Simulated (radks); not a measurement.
The mean radii <r> (bohr) of the occupied orbitals of an atom or ion are listed with their occupations. Method: scalar-relativistic Kohn-Sham, r2SCAN, spin-polarised, spherical densities, finite nucleus; meta-GGA in the generalised Kohn-Sham scheme; Fermi nuclear charge, rms radius of each element as measured or else 0.836 A^(1/3) + 0.57 fm; computed with a radial shooting solver on a logarithmic mesh with Libxc functionals.

orbital  occ.     <r>
1s up       1  0.1188
1s down     1  0.1189
2s up       1  0.5097

Name the element and its charge. Open shells, if any, are filled with parallel spins first.

Answer. Z = 13, aluminium, charge +10: Al10+ in [He] 2s1. The 1s radius gives Z: for a bare nucleus <r> = (2 gamma + 1)/(2Z) with gamma = sqrt(1 - (Z/c)^2), 0.115 bohr for Z = 13, and screening makes it slightly larger (0.1188 here). The occupations add up to 3, and the charge is Z minus that.
